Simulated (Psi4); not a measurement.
Hg (SMILES [Hg]), singlet (core potentials on Hg); WB97M-V/def2-SVP (Psi4).

Here is a job for Psi4.
```
memory 2 GB

molecule {
0 1
Hg    0.00000000    0.00000000    0.00000000
}

set {
  basis def2-svp
}

energy('wb97m-v')
print_variables()
```

Write the output that Psi4 gives for this input, abridged.


```
   => Loading Basis Set <=

    Name: DEF2-SVP
    Role: ORBITAL
    Keyword: BASIS

    !!!  WARNING: ECP capability is in beta. Please check occupations closely.  !!!

         ---------------------------------------------------------
                                   SCF
               by Justin Turney, Rob Parrish, Andy Simmonett
                          and Daniel G. A. Smith
                              RKS Reference
         ---------------------------------------------------------

  ==> Geometry <==

    Molecular point group: d2h
    Geometry (in Angstrom), charge = 0, multiplicity = 1:

       Center              X                  Y                   Z               Mass
    ------------   -----------------  -----------------  -----------------  -----------------
         HG           0.000000000000     0.000000000000     0.000000000000   201.970643400000

  Running in d2h symmetry.

  Rotational constants: A = ************  B = ************  C = ************ [cm^-1]
  Rotational constants: A = ************  B = ************  C = ************ [MHz]
  Nuclear repulsion =    0.000000000000000

  Charge       = 0
  Multiplicity = 1
  Electrons    = 20
  Nalpha       = 10
  Nbeta        = 10

  ==> Algorithm <==

  SCF Algorithm Type is DF.
  DIIS enabled.
  MOM disabled.
  Fractional occupation disabled.
  Guess Type is CORE.
  Energy threshold   = 1.00e-06
  Density threshold  = 1.00e-06
  Integral threshold = 1.00e-12

  ==> Primary Basis <==

  Basis Set: DEF2-SVP
    Blend: DEF2-SVP
    Number of shells: 12
    Number of basis functions: 32
    Number of Cartesian functions: 37
    Spherical Harmonics?: true
    Max angular momentum: 3

  Core potential: DEF2-SVP
    Number of shells: 4
    Number of ECP primitives: 10
    Number of ECP core electrons: 60
    Max angular momentum: 3

  ==> DFT Potential <==

   => LibXC <=

    Version 7.1.2
    S. Lehtola, C. Steigemann, M. J. T. Oliveira, and M. A. L. Marques,  SoftwareX 7, 1–5 (2018) (10.1016/j.softx.2017.11.002)

   => Composite Functional: WB97M-V <=

    wB97M-V Hyb-GGA Exchange-Correlation Functional

    N. Mardirossian and M. Head-Gordon,  J. Chem. Phys. 144, 214110 (2016) (10.1063/1.4952647)

    Deriv               =              1
    GGA                 =           TRUE
    Meta                =           TRUE

    Exchange Hybrid     =           TRUE
    MP2 Hybrid          =          FALSE

   => Exchange-Correlation Functionals <=

[...]
   @DF-RKS iter   6:  -153.42336258835260   -3.06527e-04   2.15535e-04 ADIIS/DIIS
   @DF-RKS iter   7:  -153.42336573009064   -3.14174e-06   9.13951e-06 DIIS
   @DF-RKS iter   8:  -153.42336575693560   -2.68450e-08   9.17482e-07 DIIS
  Energy and wave function converged.

  ==> Post-Iterations <==

   Electrons on quadrature grid:
      Ntotal   =   20.0000000000 ; deviation = 6.395e-14

    Orbital Energies [Eh]
    ---------------------

    Doubly Occupied:

[...]
       4Ag    -0.348005

    Virtual:

[...]
      10Ag   121.463991

    Final Occupation by Irrep:
             Ag   B1g   B2g   B3g    Au   B1u   B2u   B3u
    DOCC [     4,    1,    1,    1,    0,    1,    1,    1 ]
    NA   [     4,    1,    1,    1,    0,    1,    1,    1 ]
    NB   [     4,    1,    1,    1,    0,    1,    1,    1 ]

  @DF-RKS Final Energy:  -153.42336575693560

   => Energetics <=

    Nuclear Repulsion Energy =              0.0000000000000000
    One-Electron Energy =                -270.1332312927163457
    Two-Electron Energy =                 125.9566088255955520
    DFT Exchange-Correlation Energy =      -9.3245043889554271
    Empirical Dispersion Energy =           0.0000000000000000
    VV10 Nonlocal Energy =                  0.0777610991406450
    Total Energy =                       -153.4233657569355955

Computation Completed

Properties will be evaluated at   0.000000,   0.000000,   0.000000 [a0]

Properties computed using the SCF density matrix

 Multipole Moments:

 ------------------------------------------------------------------------------------
     Multipole            Electronic (a.u.)      Nuclear  (a.u.)        Total (a.u.)
 ------------------------------------------------------------------------------------

 L = 1.  Multiply by 2.5417464519 to convert [e a0] to [Debye]
 Dipole X            :          0.0000000            0.0000000            0.0000000
 Dipole Y            :          0.0000000            0.0000000            0.0000000
 Dipole Z            :          0.0000000            0.0000000            0.0000000
 Magnitude           :                                                    0.0000000

 ------------------------------------------------------------------------------------

  Variable Map:
  ----------------------------------------------------------------------------
[...]
  Array Variable Map:
  ----------------------------------------------------------------------------
[...]
[...]
```
